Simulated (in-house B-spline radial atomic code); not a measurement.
Settings and results of a run for Si VII (Si6+) (an excited or competing configuration). Computed with a B-spline radial code for spherical atoms: non-relativistic PBE0, spin-polarised, spherical fractional occupations, exact exchange averaged over the configuration, point nucleus.

Command:
```bash
python run_scf.py task.json out
```
Settings:
```
Z                14
configuration    [He] 2s2 2p3 3s1
hamiltonian      nr
method           pbe0
spin_polarised   True
exact_exchange   averaged over the configuration
```

Output (hartree, bohr):
```
 radial grid: 41 intervals, B-splines of order 8, outer radius 10.2985 bohr

 iter        energy (Eh)    residual
    1        -261.844372    7.00e-01
    2        -266.414229    1.58e-01
    3        -266.523636    6.87e-02
    4        -266.543588    3.00e-02
    5        -266.547832    3.63e-03
    6        -266.547945    1.31e-04
    7        -266.547945    3.60e-06
    8        -266.547945    4.31e-08

 total energy                      -266.54795
 kinetic                             266.3426
 electron-nucleus                   -589.0820
 Hartree                              72.4260
 exact exchange                       -4.0255
 exchange-correlation                -12.2090

 orbital      occ     eigenvalue          <r>       <r^2>       <1/r>       r_max
 1s up      1.000       -73.6350      0.11149   0.0167126     13.5787       0.073
 1s down    1.000       -73.3380     0.111077   0.0165698     13.6141     0.07289
 2s up      1.000       -11.2087     0.517126    0.314999     2.84185      0.4315
 2s down    1.000       -10.5530     0.527295    0.327925     2.77082      0.4368
 2p up      3.000        -9.7664     0.465278    0.265333      2.7543      0.3573
 3s up      1.000        -3.6276      1.40083     2.22381     1.00883       1.291
```

Time taken, with all properties: 0.08 s on 1 thread of Arm Neoverse N1, with other jobs on the host.
